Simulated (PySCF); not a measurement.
**Frontier levels across methods**

Compound: C6H6O2.
Structure used (PBE0-D3(BJ)/def2-SVP), in Å, numbered top down from 1:
```
atom  x, y, z in Å
C1    -2.3328    0.0459    0.1506
C2    -1.2738   -0.3000    1.1640
O3    -1.5334   -0.6537    2.2943
C4     0.1268   -0.1906    0.7305
C5     1.2987   -0.4268    1.4029
C6     2.3464   -0.1512    0.4828
C7     1.7313    0.2307   -0.6782
O8     0.3985    0.2094   -0.5382
H9    -2.2185    1.0889   -0.1829
H10   -3.3205   -0.0968    0.6048
H11   -2.2322   -0.5861   -0.7451
H12    1.3702   -0.7582    2.4361
H13    3.4185   -0.2245    0.6523
H14    2.1090    0.5353   -1.6515
```

Basis pcSseg-1 throughout (PySCF), one geometry. One conformer (not necessarily the lowest) at the PBE0-D3(BJ)/def2-SVP geometry, without solvent, vibrations or thermal averaging.

Question: How do the orbital energies, the gap and the dipole change with the method?

Answer: 
| method | kind | HOMO (eV) | LUMO (eV) | gap (eV) | μ (D) | SCF cycles |
| --- | --- | --- | --- | --- | --- | --- |
| OPBE | GGA | -5.70 | -2.33 | 3.37 | 3.18 | 18 |
| B97-D | GGA | -5.78 | -2.34 | 3.44 | 3.27 | 18 |
| KT3 | GGA | -5.93 | -2.36 | 3.57 | 3.18 | 17 |
| KT2 | GGA | -5.97 | -2.39 | 3.59 | 3.22 | 18 |
| B3LYP | global hybrid | -6.92 | -1.72 | 5.20 | 3.29 | 15 |
| PBE0 | global hybrid | -7.14 | -1.53 | 5.61 | 3.30 | 15 |
| mPW1PW91 | global hybrid | -7.16 | -1.56 | 5.61 | 3.31 | 15 |
| wB97X-D | range-separated hybrid | -8.91 | 0.21 | 9.12 | 3.28 | 15 |
| LC-wPBE | range-separated hybrid | -9.68 | 0.66 | 10.34 | 3.18 | 16 |

The HOMO spans 3.97 eV, from OPBE down to LC-wPBE, and the gap runs from 3.37 eV (OPBE) to 10.34 eV (LC-wPBE). Over the methods OPBE (0 %), B97-D (0 %), KT3 (0 %), KT2 (0 %), B3LYP (20 %), PBE0 (25 %), mPW1PW91 (25 %), a straight line through the gap against the share of exact exchange rises by 0.85 eV for each 10 % (correlation coefficient 0.998). The dipole ranges from 3.18 D (KT3) to 3.31 D (mPW1PW91). This basis has no diffuse functions.

The vertical ΔSCF ionisation energy at B3LYP/def2-SVPD is 9.12 eV; −ε(HOMO) comes closest to it with wB97X-D (8.91 eV).
